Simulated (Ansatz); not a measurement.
`[SiH3]N([SiH3])[Si]Br` and `[SiH3][N]([SiH3])[Ag]` differ in one atom or group.

Ansatz, PBE0-D4/def2-TZVP geometries, multiplicity 1. Each molecule was computed in one conformer, which needn't be the lowest.

Elements past krypton have def2 core potentials. Scalar relativity is left out up to krypton.

```csv
property,`[SiH3]N([SiH3])[Si]Br`
LUMO energy (B3LYP/def2-TZVPP) / eV,-2.30
size of the dipole moment (ωB97M-V/def2-TZVPP) / D,1.82
size of the dipole moment (B3LYP/def2-TZVPP) / D,1.79
HOMO–LUMO gap (ωB97M-V/def2-TZVPP) / eV,9.01
LUMO energy (ωB97M-V/def2-TZVPP) / eV,-0.22
HOMO energy (B3LYP/def2-TZVPP) / eV,-6.97
```

Q: What does the change do to each property? (Estimate.)

A: Ansatz gave: 
| property | `[SiH3][N]([SiH3])[Ag]` | shift |
| --- | --- | --- |
| LUMO energy (B3LYP/def2-TZVPP) / eV | -3.43 | -1.13 |
| size of the dipole moment (ωB97M-V/def2-TZVPP) / D | 5.60 | 3.78 |
| size of the dipole moment (B3LYP/def2-TZVPP) / D | 4.81 | 3.02 |
| HOMO–LUMO gap (ωB97M-V/def2-TZVPP) / eV | 7.28 | -1.73 |
| LUMO energy (ωB97M-V/def2-TZVPP) / eV | -1.46 | -1.24 |
| HOMO energy (B3LYP/def2-TZVPP) / eV | -6.43 | 0.54 |

With PBE0 the HOMO rises by 0.58 eV and the LUMO falls by 0.91 eV, so the gap narrows by about 1.49 eV. PBE moves the HOMO by 0.65 eV and ωB97M-V by 0.48 eV. The zero-point energy changes by -9.1 kJ/mol with -3 modes. Dipoles are sizes alone; their direction can turn.

B3LYP here is the variant with VWN-RPA as its local correlation; programs differ in this.

Spin–orbit coupling is left out; it splits and shifts lone-pair levels of the heavy atoms by tenths of an eV.
